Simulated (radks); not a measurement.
Results of a calculation; reference values are marked as such.
Q: Mean orbital radii <r> (bohr) of the neodymium ion Nd+, [Xe] 4f4 6s1, of relativity; Dirac values are averaged over j with weights 2j + 1. Spin-unpolarised spherical Kohn-Sham, PBE, point nucleus unless stated (finite: rms radius 4.9123 fm), a radial shooting solver on a logarithmic mesh with Libxc functionals. A level marked "c x" has the speed of light scaled by that factor and shares open shells by 2j + 1; other Dirac levels either fill j = l - 1/2 first or share by 2j + 1.

| shell | non-rel. |
|---|---|
| 2s | 0.1081 |
| 2p | 0.09181 |
| 3s | 0.2815 |
| 3p | 0.2713 |
| 3d | 0.2425 |
| 4s | 0.6397 |
| 4p | 0.6579 |
| 4d | 0.7060 |
| 5s | 1.557 |
| 5p | 1.760 |
| 4f | 1.026 |
| 6s | 4.221 |

Give the values at the level "Dirac, c x 0.85".

A: 
shell  Dirac, c x 0.85  change of magnitude (%)
2s             0.09736                    -9.94
2p             0.08717                    -5.06
3s              0.2595                    -7.83
3p              0.2610                    -3.83
3d              0.2416                    -0.37
4s              0.5940                    -7.14
4p              0.6365                    -3.25
4d              0.7082                    +0.31
5s               1.439                    -7.60
5p               1.708                    -2.93
4f               1.150                   +12.05
6s               3.932                    -6.84
